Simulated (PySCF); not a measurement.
# Sc (scandium, neutral) across methods

[Ar] 4s2 5s1, 2S determinant (an excited configuration). Calculation: PySCF 2.14, in aug-cc-pVDZ; the non-relativistic Hamiltonian (point nucleus).

```
method  E (hartree)  mean ε 4s α (eV)  mean ε 4s β (eV)  mean ε 5s α (eV)  Σ⟨r²⟩ (bohr²)   ⟨S²⟩
   UHF   -759.53551           -10.217           -10.063            -2.217          134.8  0.750
   M06     -760.369            -8.533            -8.555            -1.753          117.8  0.750
r2SCAN     -760.320            -8.049            -8.051            -1.536          124.7  0.751
  PW91     -760.384            -8.063            -7.989            -1.572          123.9  0.750
  PBE0     -760.193            -8.761            -8.679            -1.805          126.5  0.750
   LDA     -758.427            -8.141            -8.075            -1.542          121.7  0.750
revPBE     -760.271            -7.976            -7.921            -1.576          125.9  0.750
 TPSSh     -760.386            -8.348            -8.294            -1.626          128.6  0.750
```

Problem. Estimate the same row for PBE.

Solution. E (hartree) = -760.147; mean ε 4s α (eV) = -8.018; mean ε 4s β (eV) = -7.949; mean ε 5s α (eV) = -1.567; Σ⟨r²⟩ (bohr²) = 124.5; ⟨S²⟩ = 0.750.

The outer electron is Rydberg-like, and this basis confines it to a smaller radius and binds it less than a complete one would.
